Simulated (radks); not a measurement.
Valence configurations of Tl I. All-electron calculation, Dirac Kohn-Sham, BLYP, spin-unpolarised, spherical densities, point nucleus; open shells fill j = l - 1/2 first. Program: a radial shooting solver on a logarithmic mesh with Libxc functionals. Energies are relative to [Hg] 6p1; eigenvalues in eV.

[Hg] 6p1: E (eV) 0.000; e(4f5/2) -115.48; e(4f7/2) -110.88; e(5d3/2) -16.056; e(5d5/2) -13.863; e(6p1/2) -2.814
[Xe] 4f14 5d10 6s1.5 6p1.5: E (eV) 3.158; e(4f5/2) -116.23; e(4f7/2) -111.64; e(5d3/2) -16.773; e(5d5/2) -14.570; e(6p1/2) -3.153
[Xe] 4f14 5d10 6s1 6p2: E (eV) 6.385; e(4f5/2) -116.95; e(4f7/2) -112.35; e(5d3/2) -17.447; e(5d5/2) -15.235; e(6p1/2) -3.467
[Xe] 4f14 5d9 6s2 6p2: E (eV) 12.382; e(4f5/2) -120.55; e(4f7/2) -115.95; e(5d3/2) -19.898; e(5d5/2) -17.585; e(6p1/2) -3.875
[Xe] 4f14 5d10 6p3: E (eV) 14.296; e(4f5/2) -118.95; e(4f7/2) -114.35; e(5d3/2) -19.343; e(5d5/2) -17.108; e(6p1/2) -4.404
[Xe] 4f12.5 5d10 6s2 6p2.5: E (eV) 181.64; e(4f5/2) -143.01; e(4f7/2) -138.20; e(5d3/2) -24.692; e(5d5/2) -22.055; e(6p1/2) -4.634
[Xe] 4f12 5d10 6s2 6p3: E (eV) 251.45; e(4f5/2) -152.76; e(4f7/2) -147.88; e(5d3/2) -27.898; e(5d5/2) -25.111; e(6p1/2) -5.350
[Xe] 4f12 5d10 6s1 6p4: E (eV) 261.32; e(4f5/2) -154.66; e(4f7/2) -149.78; e(5d3/2) -29.675; e(5d5/2) -26.868; e(6p1/2) -6.216
[Xe] 4f12 5d9 6s2 6p4: E (eV) 274.67; e(4f5/2) -158.90; e(4f7/2) -154.02; e(5d3/2) -32.500; e(5d5/2) -29.588; e(6p1/2) -6.690
[Xe] 4f11 5d10 6s2 6p4: E (eV) 405.03; e(4f5/2) -172.72; e(4f7/2) -167.70; e(5d3/2) -34.434; e(5d5/2) -31.347; e(6p1/2) -6.755

NIST lists [Hg] 6p1 as the ground configuration; this level of theory agrees among the configurations tried. The energies are those of spherical spin-averaged densities, not of single terms.
